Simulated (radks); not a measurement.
Question: The thallium ion Tl8+ is in [Xe] 4f14 5d(3/2: 4, 5/2: 1). Calculated with a radial shooting solver on a logarithmic mesh with Libxc functionals: Dirac Kohn-Sham, PBE, spin-unpolarised, spherical densities, finite nucleus; Fermi nuclear charge, rms radius of each element as measured or else 0.836 A^(1/3) + 0.57 fm. Sub-shells are occupied by j as written (lower j first in brackets). One electron is removed from 5p1/2, 5d5/2, 5p3/2, 5d3/2 in turn, with full relaxation. Which removal costs least, and what does each cost?

Answer: 5d5/2 135.63 eV; 5d3/2 138.93 eV; 5p3/2 199.54 eV; 5p1/2 222.13 eV. The 5d5/2 electron leaves first.
